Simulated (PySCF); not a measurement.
SMILES F/C=C\[Si](F)(F)F, singlet (B3LYP/def2-SVP optimised geometry):

```
9

F     -0.006     0.559     3.068
C     -0.714    -0.498     2.671
C     -0.865    -0.809     1.382
Si    -0.141     0.157     0.000
F      1.464     0.157     0.000
F     -0.622    -0.490    -1.390
F     -0.596     1.697     0.000
H     -1.135    -1.050     3.518
H     -1.464    -1.697     1.156
```

Method: B3LYP/def2-TZVP in PySCF.

Q: What are the frontier orbital energies and the dipole moment?

A: HOMO-2 -11.56 eV, HOMO-1 -10.58 eV, HOMO -8.47 eV, LUMO -1.58 eV, LUMO+1 0.62 eV; dipole moment 3.39 D.

On the same geometry PBE/def2-TZVP (PySCF 2.14.0) gives HOMO-2 -9.83 eV, HOMO-1 -9.13 eV, HOMO -7.42 eV, LUMO -2.29 eV, LUMO+1 0.03 eV; dipole moment 3.23 D.

Meta-Löwdin charges at B3LYP/def2-TZVP: F1 -0.24, C2 0.24, C3 -0.49, Si4 1.66, F5 -0.49, F6 -0.49, F7 -0.49, H8 0.13, H9 0.16.
